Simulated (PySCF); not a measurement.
Radial density of Se(2+) (selenium, charge +2)

UHF, [Ar] 3d10 4s2 4p2, high-spin 3P determinant. Computed with PySCF 2.14 in def2-TZVPPD, with the non-relativistic Hamiltonian (point nucleus).

| r (bohr) | 4πr²ρ (e/bohr) | 4πr²(ρα − ρβ) |
| --- | --- | --- |
| 0.000622 | 0.1258 | 0.0000 |
| 0.00105 | 0.3467 | 0.0000 |
| 0.00176 | 0.9324 | 0.0000 |
| 0.00296 | 2.434 | 0.0000 |
| 0.00497 | 6.001 | 0.0000 |
| 0.00837 | 13.50 | 0.0000 |
| 0.0141 | 25.97 | 0.0006 |
| 0.0237 | 38.80 | 0.0043 |
| 0.0398 | 40.09 | 0.0201 |
| 0.0670 | 33.93 | 0.0618 |
| 0.113 | 45.58 | 0.0859 |
| 0.190 | 41.89 | -0.0067 |
| 0.319 | 26.49 | 0.0994 |
| 0.536 | 31.77 | 0.1338 |
| 0.902 | 10.67 | 0.1314 |
| 1.52 | 3.307 | 1.1907 |
| 2.55 | 1.093 | 0.6570 |
| 4.29 | 0.03909 | 0.0282 |
| 7.22 | 8.548e-05 | 0.0001 |

Where is the radial spin density 4πr²(ρα − ρβ) most negative, and why is it negative at all?

Around r = 0.190 bohr, down to -0.0067 e/bohr: exchange with the open shell polarises the paired shells in an unrestricted calculation.
